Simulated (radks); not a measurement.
Xe III, configuration [Kr] 4d10 5s1.75 5p4 5d0.25 (fractional occupations, a model configuration).

Calculated with a radial shooting solver on a logarithmic mesh with Libxc functionals: Dirac Kohn-Sham, RPBE, spin-unpolarised, spherical densities, point nucleus; open shells are shared between the two j in proportion to 2j + 1.

Energy parts (hartree):
part                        energy
total                  -7449.10686
kinetic                 7914.47552
electron-nucleus      -18071.18597
Hartree                 2894.44110
exchange-correlation    -186.83751

Orbitals (lengths in bohr, moments of r in powers of bohr; r(90%) holds 90 % of the orbital's charge):
| orbital | occ. | eigenvalue (hartree) | <r^4> | r(90%) |
|---|---|---|---|---|
| 1s1/2 | 2 | -1263.143 | 2.433e-06 | 0.0480 |
| 2s1/2 | 2 | -197.2173 | 0.0004110 | 0.177 |
| 2p1/2 | 2 | -185.3097 | 0.0002618 | 0.158 |
| 2p3/2 | 4 | -173.3806 | 0.0003165 | 0.166 |
| 3s1/2 | 2 | -41.00342 | 0.01747 | 0.450 |
| 3p1/2 | 2 | -36.05932 | 0.01658 | 0.445 |
| 3p3/2 | 4 | -33.79301 | 0.01918 | 0.462 |
| 3d3/2 | 4 | -25.10644 | 0.01542 | 0.438 |
| 3d5/2 | 6 | -24.62751 | 0.01614 | 0.443 |
| 4s1/2 | 2 | -8.07632 | 0.4929 | 1.03 |
| 4p1/2 | 2 | -6.32613 | 0.6061 | 1.09 |
| 4p3/2 | 4 | -5.87453 | 0.7010 | 1.13 |
| 4d3/2 | 4 | -3.04386 | 1.294 | 1.32 |
| 4d5/2 | 6 | -2.97062 | 1.360 | 1.33 |
| 5s1/2 | 1.75 | -1.46755 | 18.66 | 2.56 |
| 5p1/2 | 1.33333 | -1.03910 | 32.71 | 2.95 |
| 5p3/2 | 2.66667 | -0.98190 | 37.96 | 3.06 |
| 5d3/2 | 0.1 | -0.44710 | 197.0 | 4.67 |
| 5d5/2 | 0.15 | -0.44208 | 205.1 | 4.72 |

The highest occupied level is 5d5/2 at -12.030 eV. The density falls to 0.001 e/bohr^3 at r = 3.96 bohr. Summed over all electrons, <r^2> = 44.48 bohr^2, which gives a Langevin (diamagnetic) susceptibility term of -35.2 x 10^-6 cm^3/mol.
